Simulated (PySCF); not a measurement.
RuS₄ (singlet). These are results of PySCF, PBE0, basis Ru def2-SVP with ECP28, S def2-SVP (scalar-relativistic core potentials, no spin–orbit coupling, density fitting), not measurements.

Harmonic bands of its minimum:

```
ω (cm⁻¹)  IR (km/mol)
     138          1.6
     150          2.7
     157          0.0
     167          0.4
     313          1.3
     366          0.6
     554          3.9
     566         71.0
     582         65.3
```

Problem. The central atom is Ru. Infer the point group and assign the bands.

Solution. C2v. The modes span 2b2 + 2b1 + a2 + 4a1: 138 b2, 150 b1, 157 a2, 167 a1, 313 b2, 366 a1, 554 a1, 566 a1, 582 b1. The computed geometry has Ru–S 2.049 Å (×2), Ru–S 2.255 Å (×2), S–S 2.063 Å; Ru–S–S 62.8° (×2), S–Ru–S 54.4°, S–Ru–S 116.3°, S–Ru–S 118.0° (×4).

Other isomers or separated fragments may lie lower.
